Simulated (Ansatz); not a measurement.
Total energies of `OC1([TeH])NB1Cl`.

```xyz
9

O     1.5191   -0.2089    0.0726
C     0.1562   -0.0041   -0.1462
Te   -0.2794    1.9931   -0.8612
N    -0.6642   -0.5841    0.8764
B    -0.8362   -1.1835   -0.3216
Cl   -1.6461   -2.4395   -1.1697
H     1.9957    0.1190   -0.6963
H     0.5425    2.7201    0.3856
H    -0.7876   -0.4121    1.8604
```

The species carries charge 0 and has multiplicity 1. Correlated methods include outer-core shells of Te, which these sets cover unevenly. Te takes the def2 core potential. The structure was optimised at the PBE0-D4/def2-TZVP level. It is one conformer, not always the lowest. Basis def2-TZVPP, Ansatz.

RPA on PBE orbitals: Hartree–Fock energy of these orbitals -920.12764 Eh, correlation -1.98390 Eh (frozen core).

```csv
functional,energy without D4 (Eh),D4 term (kJ/mol)
LDA (SPW92),-919.59401,–
PBE,-922.64269,-26.6
BLYP,-922.95249,-58.0
r2SCAN,-923.03302,-6.4
B97M-V,-922.91397,–
B3LYP,-923.16576,-43.4
r2SCANh,-923.00863,-7.0
r2SCAN0,-922.97353,-7.8
HSE06 (plane-wave form),-922.68209,-21.5
BHLYP,-922.89058,-35.0
CAM-B3LYP,-922.98380,-23.6
LC-ωPBE,-922.84003,–
ωB97X-V,-922.91708,–
ωB97M-V,-922.94940,–
```

(1) Give the same for revPBE, PBE0, B2PLYP, PBE-QIDH. (Best estimate.)

B3LYP takes the VWN-RPA correlation (the form of Gaussian; ORCA's B3LYP/G). HSE06 is the plane-wave form, built on full-range PBE exchange. The double hybrids freeze the cores in their second-order part.

Answers

(1) Ansatz gave: 
| functional | energy without D4 (Eh) | D4 term (kJ/mol) |
| --- | --- | --- |
| revPBE | -922.96663 | -74.8 |
| PBE0 | -922.70106 | -22.8 |
| B2PLYP | -922.60541 | – |
| PBE-QIDH | -922.42191 | – |

LC-ωPBE has ω = 0.4 bohr⁻¹.
